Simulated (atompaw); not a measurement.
# What the settings do to the PAW (atompaw) potential of caesium

Base potential:

atompaw 4.2.0.5 input, output lines left out:

```
Cs 55
GGA-PBE scalarrelativistic loggrid 2001 logderivrange -2 5 176
6 6 5 0 0 0
6 0 1
6 1 0
5 2 0
0 0 0
c
c
c
c
c
v
c
c
c
c
v
c
c
v
2
3.00 2.90 2.80 2.80
y
0.3
n
y
1.95
n
y
1.5
n
modrrkj vanderbiltortho besselshape
3 -0.5 vpsmatchnc
3.00
3.00
3.00
3.00
3.00
3.00
```

Cutoffs, loose and tight: the cutoffs (Ry, on a coarse ladder) from which the occupation-weighted sum of valence levels, in a spherical-Bessel basis at the reference potential, stays within 10 and 1 mRy of its value at 400 Ry. They see the waves, projectors and local potential, not the compensation charge or the core. A dash means not determined.

A true bound ghost makes a file unfit for plane-wave use even where its test errors are small: the radial tests pick states by their node count and pass the ghost by.

```tsv
change	outcome	cutoff, loose	cutoff, tight	bound ghosts
base	generated	6 Ry	6 Ry	s, d, p
wave 6p (bound): rc 3.00 bohr becomes 6p (bound): rc 1.78 bohr	failed: atompaw: The overlap operator has at least one negative eigenvalue!	–	–	–
reference 5d0 6s0 6p1	generated	6 Ry	6 Ry	s, d, p
wave 6s (bound): rc 3.00 bohr becomes 6s (bound): rc 2.90 bohr	generated	6 Ry	6 Ry	s, d, p
wave 6s channel at 0.3 Ry: rc 3.00 bohr becomes 6s channel at 0.1 Ry: rc 3.00 bohr	failed: atompaw: The overlap operator has at least one negative eigenvalue!	–	–	–
augmentation besselshape compensation charge, radius 2.90 bohr; PAW radius 3.00 bohr; waves and projectors: custom rrkj vanderbiltortho	failed: atompaw: The overlap operator has at least one negative eigenvalue!	–	–	–
functional PBEsol	generated	6 Ry	6 Ry	s, d, p
core correction smooth core density matched at 1.98 bohr	generated	6 Ry	6 Ry	s, d, p
local potential vpsmatchnc scheme with l = 3 at -0.5 Ry, radius 1.94 bohr	failed: atompaw: The overlap operator has at least one negative eigenvalue!	–	–	–
```

**Question.** What comes out with this change to the base: local potential bessel scheme, radius 2.80 bohr?

**Answer.** outcome: generated; cutoff, loose: 6 Ry; cutoff, tight: 6 Ry; bound ghosts: s, p.
